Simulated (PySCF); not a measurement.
**C₆ coefficients of unlike pairs at M06-2X**

Calculated with PySCF 2.14 from the dipole response of each species, C₆(A,B) = (3/π) ∫ α_A(iu) α_B(iu) du, in atomic units, from isotropic polarisabilities. For ions this is the dispersion term alone; charge-induced terms of lower order in 1/R come first.

| species | configuration | basis | relativity | α (bohr³) | C₆ (like pair) |
| --- | --- | --- | --- | --- | --- |
| Cs+ | [Xe] (1S) | x2c-TZVPPall with one added diffuse shell each of s, p, d type (12s8p7d2f1g) | spin-free X2C | 15.16 | 125.4 |
| N(2+) | [He] 2s2 2p1 (2P) | dyall-acv3z (15s9p4d2f) | spin-free X2C | 2.595 | 3.566 |
| B(2+) | [He] 2s1 (2S) | aug-cc-pwCVDZ (5s4p2d) | none | 7.175 | 8.915 |
| Ar(2+) | [Ne] 3s2 3p4 (3P) | dyall-acv3z (19s12p6d4f) | none | 4.863 | 16.76 |

(1) Estimate C₆ for B(2+) with Cs+.

No spin-orbit coupling is included.

The other pairs:

```tsv
pair	C₆
Ar(2+), Cs+	45.55
Ar(2+), B(2+)	9.953
N(2+), Cs+	21.13
B(2+), N(2+)	4.894
Ar(2+), N(2+)	7.686
```

Results:

(1) The integral gives 29.01. The combination rule 2 C_A C_B / (C_A α_B/α_A + C_B α_A/α_B) gives 28.60 and the geometric mean 33.44.
